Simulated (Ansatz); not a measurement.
Reaction (redistribution): `F[SiH2][SiH2]S` + `BO[SiH](C)C` → `BO[SiH2]S` + `C[SiH](C)[SiH2]F`

Isolated molecules relaxed with PBE0-D4/def2-TZVP in Ansatz; ΔE leaves out vibrations. CBS: MP2 limit from def2 TZ/QZ plus the TZ coupled-cluster correction, frozen cores. Functionals use def2-TZVPP. B3LYP here is the variant with VWN-RPA as its local correlation; programs differ in this. One conformer a species, not always the lowest.

`F[SiH2][SiH2]S`:

Cartesian coordinates in Å:
```
F -0.292 2.093 -0.451
Si -0.441 0.636 -1.117
Si -0.089 -0.935 0.586
S 1.735 -0.435 1.592
H -1.794 0.554 -1.726
H 0.590 0.513 -2.178
H 0.132 -2.289 0.015
H -1.247 -0.994 1.518
H 1.406 0.857 1.761
```

`BO[SiH](C)C`:

Cartesian coordinates in Å:
```
B 1.242 -0.397 2.010
O 1.296 -0.333 0.671
Si 0.319 0.321 -0.513
C -1.191 1.122 0.221
C -0.116 -1.053 -1.686
H 2.130 -0.961 2.588
H 0.323 0.099 2.611
H 1.152 1.341 -1.203
H -1.794 1.569 -0.574
H -0.924 1.913 0.925
H -1.814 0.396 0.749
H -0.725 -1.814 -1.191
H -0.683 -0.668 -2.538
H 0.786 -1.535 -2.069
```

`BO[SiH2]S`:

Z-matrix (Å, degrees):
```
Si
O 1 1.655
S 1 2.122 2 112.0
H 1 1.478 2 105.8 3 120.8
H 1 1.481 2 110.3 3 -117.0
B 2 1.349 1 131.3 3 98.3
H 3 1.344 1 94.4 2 70.8
H 6 1.203 2 120.0 1 2.8
H 6 1.198 2 118.0 1 -177.7
```

`C[SiH](C)[SiH2]F`:

Z-matrix (Å, degrees):
```
C
Si 1 1.876
H 1 1.092 2 111.2
H 1 1.093 2 110.6 3 120.1
H 1 1.093 2 110.7 3 -120.1
C 2 1.876 1 111.3 3 -178.0
Si 2 2.346 1 110.3 3 59.3
H 2 1.495 1 109.5 3 -56.9
H 6 1.093 2 110.7 1 -61.9
H 6 1.092 2 111.2 1 178.0
H 6 1.093 2 110.6 1 57.9
F 7 1.613 2 109.4 1 61.9
H 7 1.489 2 112.5 1 -56.9
H 7 1.489 2 112.5 1 -179.2
```

| level | ΔE (kJ/mol) |
| --- | --- |
| r2SCAN-D4 | 9.0 |
| B3LYP-D4 | 7.7 |
| CCSD(T)/def2-TZVPP | 6.1 |
| HF/CBS(def2) | 6.3 |

Question: What does CCSD(T)/CBS give? (Estimate.)

Answer: Ansatz gave: +7.2 kJ/mol. The listed levels differ from it by 1.8, 0.5, -1.1, -0.9 kJ/mol.

Largest T1 diagnostic among the species: 0.013.
